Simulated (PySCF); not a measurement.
From one molecule to another.

First species: 3-amino-3-methyl-1-butyne, C5H9N.
SMILES: `C#CC(C)(C)N`

Second species: C₇H₈NP.
Geometry (GFN2-xTB, Å), atoms numbered from 1 in this order:
```
atom  x, y, z in Å
C1     2.6354   -1.3783   -0.0124
C2     1.7244   -0.8008   -0.5300
C3     0.6021   -0.0700   -1.0976
N4    -0.0693    0.7257   -0.0948
C5     0.1047    2.0644    0.0191
P6    -0.7630    2.7714    1.3153
C7    -1.3621    1.1667    1.7088
C8    -0.8895    0.2064    0.8605
C9    -1.1920   -1.2530    0.8992
H10    3.4428   -1.8924    0.4169
H11    0.9690    0.5964   -1.8851
H12   -0.1063   -0.7799   -1.5412
H13    0.7446    2.5696   -0.6831
H14   -2.0278    0.9616    2.5276
H15   -0.2739   -1.8390    0.9494
H16   -1.7971   -1.4736    1.7738
H17   -1.7490   -1.5631    0.0131
```

Levels: B3LYP/def2-SVPD for dipole moment, HOMO energy, LUMO energy, HOMO–LUMO gap, static isotropic polarisability and electronic spatial extent ⟨r²⟩ about the centre of nuclear charge; TDDFT B3LYP/def2-SVPD for lowest singlet excitation; TDA B3LYP/def2-SVPD for lowest triplet excitation (Tamm–Dancoff); GFN2-xTB for rotational constant A and rotational constant C. Geometries: GFN2-xTB. All species are isolated and taken at one optimised geometry, non-relativistic unless stated; the electronic structure was computed with PySCF and density fitting.

Dipoles, sizes and rotational constants follow the conformer. The torsions of the flexible species, by atom-mapped SMILES:
- `[CH:1]#[C:2][C:3]([CH3:4])([CH3:5])[NH2:6]`: H–N6–C3–C2 -60°, H–N6–C3–C2 60°
- `[CH:1]#[C:2][CH2:3][n:4]1[cH:5][p:6][cH:7][c:8]1[CH3:9]`: C2–C3–N4–C5 102°

```csv
property,column X,column Y
dipole moment,3.66 D,0.52 D
HOMO energy,-5.91 eV,-6.86 eV
LUMO energy,-0.42 eV,0.30 eV
HOMO–LUMO gap,5.49 eV,7.16 eV
lowest singlet excitation,5.05 eV,6.18 eV
lowest triplet excitation (Tamm–Dancoff),3.51 eV,5.46 eV
static isotropic polarisability,110.3 au,68.7 au
electronic spatial extent ⟨r²⟩ about the centre of nuclear charge,1405 bohr²,599 bohr²
rotational constant A,2.576 GHz,4.695 GHz
rotational constant C,0.837 GHz,2.734 GHz
```

(1) Which column belongs to which species?

(2) How does each property change from the first species to the second?

Results:

(1) Column X is the second species and column Y the first. The first has 15 atoms and 46 electrons, the second 17 and 72.

(2) dipole moment +3.14 D; HOMO energy +0.95 eV; LUMO energy -0.72 eV; HOMO–LUMO gap -1.67 eV; lowest singlet excitation -1.13 eV; lowest triplet excitation (Tamm–Dancoff) -1.95 eV; static isotropic polarisability +41.6 au; electronic spatial extent ⟨r²⟩ about the centre of nuclear charge +806 bohr²; rotational constant A -2.119 GHz; rotational constant C -1.897 GHz.

On the first: The vertical singlet–triplet gap S1 − T1 is 0.72 eV (TDDFT singlet less Tamm–Dancoff triplet; S1: HOMO→LUMO, weight 0.96; T1: HOMO→LUMO+1, weight 0.44, beside HOMO−2→LUMO+1, weight 0.24). The polarisability is 10.18 Å³ as a volume (1 au = 0.148185 Å³), or 1.49 au for each of the 46 electrons.

On the second: The polarisability is 16.34 Å³ as a volume (1 au = 0.148185 Å³), or 1.53 au for each of the 72 electrons. A dipole of 3.66 D is allowed in C1, and pure rotational transitions are dipole-allowed.
